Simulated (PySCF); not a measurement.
A GIAO shielding run with PySCF 2.14 (density fitting, non-relativistic, gas phase) on SMILES C=Nc1cc2occc2s1, C7H5NOS:

```
{"job": {"kind": "nmr", "xc": "PBE0", "basis": "pcSseg-1"}, "charge": 0, "multiplicity": 1}
C     -3.425735    -0.491461    -0.338604
N     -2.510628    -0.752502     0.491032
C     -1.214239    -0.377318     0.346579
C     -0.474485    -0.105102    -0.782762
C      0.861981     0.145617    -0.446548
O      1.976947     0.460760    -1.131210
C      2.956610     0.601454    -0.206903
C      2.512065     0.384893     1.063635
C      1.139472     0.081407     0.920130
S     -0.259149    -0.335080     1.828948
H     -3.300715     0.113188    -1.239101
H     -4.408891    -0.888014    -0.137187
H     -0.871963    -0.120012    -1.780082
H      3.930041     0.857314    -0.575898
H      3.084277     0.432844     1.966059
```

Hardware: 1 thread of an Arm Neoverse N1, shared host. The job also computes population analyses, field gradients, ring-centre shieldings.

Q: How large is the calculation?

A: 78 electrons, 202 basis functions and 1061 auxiliary functions.

Q: How long does it take?

A: 66 s of wall time, with 14 SCF cycles and 5 response iterations. Times on a shared host scatter by some tens of per cent.
